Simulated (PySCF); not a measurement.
# Dipole response of Ga⁺ (gallium, charge +1)

[Ar] 3d10 4s2, closed-shell 1S. Calculation: PySCF 2.14, in x2c-QZVPPall with one added diffuse shell each of s, p, d, f type (12s8p6d5f1g, 110 functions); the spin-free X2C one-electron Hamiltonian (Gaussian nucleus). Coupled (time-dependent) response in atomic units; α is the mean over directions.

```json
{"method": "UHF", "mean α (bohr³)": "21.21", "C₆ (like pair)": "113.0", "S(−4)": "224.1"}
{"method": "PBE", "mean α (bohr³)": "17.37", "C₆ (like pair)": "88.04", "S(−4)": "143.0"}
{"method": "PBE0", "mean α (bohr³)": "18.28", "C₆ (like pair)": "93.64", "S(−4)": "160.8"}
{"method": "r2SCANh", "mean α (bohr³)": "18.22", "C₆ (like pair)": "97.05", "S(−4)": "146.7"}
```

S(−4) is the Cauchy moment in α(ω) = α(0) + S(−4) ω² + …

α(iu) at UHF:

```
u (hartree)  α(iu) (bohr³)
          0          21.21
     0.0500          20.67
      0.100          19.20
      0.200          15.05
      0.300          11.24
      0.500          6.556
      0.750          3.952
       1.00          2.735
       1.50          1.646
       2.00          1.158
       3.00         0.7057
       5.00         0.3700
```

A single London oscillator, α(iu) = α/(1 + u²/ω²), gives C₆ = (3/4) ω α². Matching the computed C₆ needs ω = 4 × 113.0 / (3 × 21.21²) = 0.335 hartree.

For an ion, C₆ is the dispersion term alone; charge-induced terms of lower order in 1/R come first.
